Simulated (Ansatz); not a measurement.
Abridged output of a molecular run in Ansatz:

```
Functional definition: HF
1468 factors; integrals over basis functions are off by at most 9.5e-4 eV
mean field evaluation 1: about -24535.6942 eV, gradient 4.4e1 eV
mean field evaluation 2: about -24535.9829 eV, gradient 4.5e1 eV
mean field evaluation 4: about -24539.7481 eV, gradient 3.5e0 eV
mean field evaluation 8: about -24539.8102 eV, gradient 2.7e-1 eV
mean field -24539.81054550 eV, -901.8214038660 hartree, gradient 3.8e-6 eV, S^2 0.000000; 0 other end points of the search recorded, 0 dependent functions left out
13 core orbitals not correlated: weight in the atoms' cores, before any rotation towards them, 1.000 or more for the frozen orbitals, at most 0.000 for the correlated occupied ones
reference -24539.81054550 eV, -901.8214038660 hartree; 16, 16 occupied and 218, 218 virtual orbitals, 1468 factors
second order -26.12519734 eV of doubles, -0.00000000 eV of singles
cycle   1  -26.46143227 eV  change   -3.4e-1 eV  update   1.0e-1
cycle   2  -27.03804695 eV  change   -5.8e-1 eV  update   3.0e-2
cycle   3  -27.16770338 eV  change   -1.3e-1 eV  update   1.5e-2
cycle   4  -27.15584443 eV  change    1.2e-2 eV  update   3.2e-3
cycle   5  -27.15410437 eV  change    1.7e-3 eV  update   1.4e-3
cycle   6  -27.15477988 eV  change   -6.8e-4 eV  update   4.1e-4
cycle   7  -27.15459400 eV  change    1.9e-4 eV  update   1.6e-4
cycle   8  -27.15450897 eV  change    8.5e-5 eV  update   4.6e-5
cycle   9  -27.15452203 eV  change   -1.3e-5 eV  update   1.9e-5
perturbative correction -0.99963327 eV, -0.0367358451 hartree
Total energy: -24567.96470080 eV, -902.8560499898 hartree
```

Its atoms:

Cartesian coordinates in Å:
```
C -0.521 -1.672 0.500
S -1.093 -0.297 -0.545
Si 0.366 1.149 -0.060
O 0.278 2.371 -1.128
F 1.796 0.435 -0.093
H -1.195 -2.506 0.307
H -0.578 -1.411 1.556
H 0.494 -1.962 0.237
H 0.236 1.736 1.285
H 0.217 2.158 -2.061
```

**Question.** Which basis set was used?
A. def2-SVPD
B. def2-TZVPP
C. def2-SVP
D. cc-pV(Q+d)Z

**Answer.** B. It gives 247 functions.

**Question.** Write the keys of the input that set method, charge and spin (a neutral closed shell needs none for the last two).

**Answer.** 
```yaml
correlation: {method: ccsd_t}
```
